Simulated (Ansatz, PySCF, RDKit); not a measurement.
Dimer: C2H6 (SMILES CC) (first 8 atoms) with C3H6 (SMILES C=CC); geometry from B3LYP-D3(BJ)/def2-TZVP, rigid monomers moved along the line of their centres of mass till H4···C10 is 3.34 Å.
(charge 0, multiplicity 1):
```xyz
17

C      0.4768    -0.5425     0.4855
C     -0.5338     0.5985     0.5413
H      0.2421    -1.2415    -0.3199
H      0.4822    -1.1043     1.4206
H      1.4886    -0.1697     0.3124
H     -0.5574     1.1564    -0.3971
H     -0.2915     1.3023     1.3393
H     -1.5411     0.2241     0.7320
C     -1.2743    -0.3724     4.5745
C      0.0451    -0.4687     4.6735
C      1.0059     0.6657     4.5150
H     -1.7588     0.5745     4.3647
H     -1.9175    -1.2343     4.6964
H      0.4852    -1.4407     4.8816
H      1.6934     0.4820     3.6843
H      0.4860     1.6058     4.3268
H      1.6210     0.7872     5.4111
```

Monomers are frozen at their geometry in the pair; levels with a basis set take the counterpoise correction. RDKit's UFF carries no charges.

Programs: Ansatz (a program for electronic structure); PySCF for the dispersion terms; RDKit for the force fields. Values without a source in brackets are computed.

Question: Predict the interaction energy from UFF.

Answer: -1.7 kcal/mol
